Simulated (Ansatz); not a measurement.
Mulliken charges of Cl₂H₄N₂Si, SMILES `N[Si](N)(Cl)Cl` from r2SCAN/def2-TZVPP in Ansatz (PBE0-D4/def2-TZVP geometry).

```tsv
atom	x (Å)	y (Å)	z (Å)	charge (e)
N1	0.003	1.371	-0.521	-0.434
Si2	-0.064	-0.306	-0.338	0.737
N3	0.186	-0.692	1.287	-0.434
Cl4	-1.844	-1.216	-0.821	-0.264
Cl5	1.312	-1.034	-1.681	-0.264
H6	-0.583	1.964	0.045	0.166
H7	0.215	1.780	-1.416	0.164
H8	-0.141	-1.566	1.662	0.164
H9	1.003	-0.347	1.766	0.166
```

Question: By hand: the dipole of these point charges (1 e Å = 4.8032 D).

Answer: Σ q r = (0.093, 0.377, 0.420) e Å, of length 0.572 e Å = 2.75 D.

Question: How does the dipole of the full density compare? (Best estimate.)

Answer: Computed: (0.081, 0.331, 0.369) e Å, 2.41 D; the point charges give 1.14 times that, at 0° from its direction.

Point charges leave out the atoms' own dipoles, such as those of lone pairs, and Mulliken's split depends on the basis, so the close match here is no proof of good charges.
